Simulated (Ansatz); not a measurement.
Ideal-gas functions of CH₄FNOSi (`FC1N[SiH2]O1`) at 298.15 K and 1 bar, from an Ansatz frequency run at PBE0-D4/def2-TZVP.

Molar mass 93.13 g/mol, point group C1 (symmetry number 1), electronic degeneracy 1, moments of inertia 54.743, 144.11, 168.48 u Å². Harmonic wavenumbers (cm⁻¹, unscaled): 141, 311, 451, 527, 548, 681, 749, 772, 817, 961, 1008, 1048, 1077, 1107, 1253, 1344, 1390, 2230, 2254, 3082, 3694.

Use S(trans) = R[1.5 ln M + 2.5 ln T − 1.1517]; rotational temperatures θ = 24.2544 K / I; S(rot) = R[ln(√π/σ · √(T³/θAθBθC)) + 1.5]; for each mode x = 1.438777 ν̃/T, S = R[x/(eˣ − 1) − ln(1 − e⁻ˣ)] and H = RT x/(eˣ − 1); 1 cm⁻¹ = 0.0119627 kJ/mol; R = 8.31446 J/(mol·K).

Task: By hand: the entropy, in J/(mol·K).

Result: Translation 165.4. Rotation: θ = 0.4431, 0.1683, 0.144 K, giving 107.1. Vibration, mode by mode: 11.67, 5.68, 3.32, 2.49, 2.29, 1.38, 1.06, 0.97, 0.81, 0.46, 0.38, 0.32, 0.29, 0.25, 0.14, 0.10, 0.08, 0.00, 0.00, 0.00, 0.00, in all 31.7. Electronic 0.0. Sum 304.2 J/(mol·K).

Task: By hand: H − E and G − E in kJ/mol, counted from the electronic energy.

Result: Zero-point energy ½ × 25445 × 0.0119627 = 152.2; thermal vibration 6.0; translation, rotation and pV give 4 RT = 9.9. H − E = 168.1 kJ/mol, and G − E = 168.1 − 298.15 × 304.2/1000 = 77.4 kJ/mol.

Vibration gives 10 % of the entropy, 11.7 J/(mol·K) of it from the mode under 150 cm⁻¹: soft modes count most, and the harmonic formula is weakest for them. The sum counts one conformer and one mirror image; others add a mixing term.
